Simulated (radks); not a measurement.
Values are calculated unless marked as measured or tabulated.
Effect of the nuclear size on neutral ytterbium, [Xe] 4f14 6s2. Level of theory: Dirac Kohn-Sham, PBE, spin-unpolarised, spherical densities, finite nucleus; Fermi nuclear charge, rms radius 5.3108 fm (a radial shooting solver on a logarithmic mesh with Libxc functionals). The rms radius is varied about that value; shifts are against it.

| rms radius (fm) | total energy shift (eV) | density at nucleus (e/bohr^3) | 1s1/2 shift (meV) | 2s1/2 shift (meV) | 5s1/2 shift (meV) | 5p1/2 shift (meV) | 6s1/2 shift (meV) | 4f7/2 shift (meV) |
|---|---|---|---|---|---|---|---|---|
| 4.4292 | -12.2 | 1.086e+06 | -4970 | -676 | -5.14 | 0.483 | -0.181 | 0.855 |
| 5.024 | -4.13 | 1.044e+06 | -1690 | -229 | -1.74 | 0.164 | -0.061 | 0.290 |
| 5.3108 | 0 | 1.027e+06 | 0.000 | 0.000 | 0.000 | 0.000 | 0.000 | 0.000 |
| 5.4807 | 2.52 | 1.017e+06 | 1030 | 140 | 1.06 | -0.100 | 0.037 | -0.177 |
| 5.9322 | 9.49 | 9.923e+05 | 3870 | 526 | 4.01 | -0.376 | 0.141 | -0.666 |

Slopes of the eigenvalues against <r^2> in GHz/fm^2, as finite differences over the two radii next to the reference (eigenvalue slopes, not the field-shift constants of lines): 1s1/2 137000, 2s1/2 18600, 5s1/2 142, 5p1/2 -13.3, 6s1/2 4.97, 4f7/2 -23.5.
